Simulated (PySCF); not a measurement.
**Polarisability and C₆ of W+ (tungsten, charge +1)**

[Xe] 4f14 5d3 6s2, high-spin 4F determinant (an excited configuration). Calculation: PySCF 2.14, in aug-cc-pVTZ-PP with one added diffuse shell each of s, p, d, f, g type with ECP60MDF (7s7p6d4f3g, 113 functions); scalar relativity through the core potential. Coupled (time-dependent) response in atomic units; α is the mean over directions.

```json
{"method": "BP86", "mean α (bohr³)": "40.99", "C₆ (like pair)": "397.0", "S(−4)": "569.6"}
```

S(−4) is the Cauchy moment in α(ω) = α(0) + S(−4) ω² + …

Spin-orbit coupling is absent.

α(iu) at BP86:

```tsv
u (hartree)	α(iu) (bohr³)
0	40.99
0.0500	39.63
0.100	36.15
0.200	27.45
0.300	20.39
0.500	12.31
0.750	7.757
1.00	5.476
1.50	3.248
2.00	2.173
3.00	1.167
5.00	0.4866
```

A single London oscillator, α(iu) = α/(1 + u²/ω²), gives C₆ = (3/4) ω α². Matching the computed C₆ needs ω = 4 × 397.0 / (3 × 40.99²) = 0.315 hartree.

For an ion, C₆ is the dispersion term alone; charge-induced terms of lower order in 1/R come first.

Energies and moments cover only the electrons outside the core potential. Spin-orbit coupling, absent here, splits the open shell strongly.
